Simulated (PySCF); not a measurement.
# Energy of Mo⁺ (molybdenum, charge +1) between two integer charges

The 4d alpha orbital of [Kr] 4d5 is emptied in steps (occupation f), with all orbitals relaxed, ending at [Kr] 4d4. All numbers are calculated (PySCF 2.14, a scalar-relativistic core potential, in def2-TZVPPD with the def2 core potential (28 electrons) (6s4p3d2f1g, 56 functions)). The exact energy is a straight line in f; departures are measured from the line between the end points of the same method.

```tsv
f	B3LYP (eV)
1	0.000
0.9	-0.347
0.7	-0.816
0.5	-0.978
0.3	-0.827
0.1	-0.357
0	0.000
```

```csv
method,E(f=0) − E(f=1) (eV),−ε at f=1 (eV),−ε at f=0.5 (eV)
B3LYP,16.193,12.351,16.160
```

Orbital energy along the path (eV):

| f | B3LYP |
| --- | --- |
| 1 | -12.351 |
| 0.9 | -13.094 |
| 0.7 | -14.609 |
| 0.5 | -16.160 |
| 0.3 | -17.743 |
| 0.1 | -19.353 |
| 0 | -20.166 |

Reference removal energy between the ground levels: 16.16 ± 0.12 eV (semi-empirical (NIST evaluation); NIST Atomic Spectra Database, ionization energies). The calculation has no spin-orbit coupling. The determinant left behind need not be the lowest term of the ion.
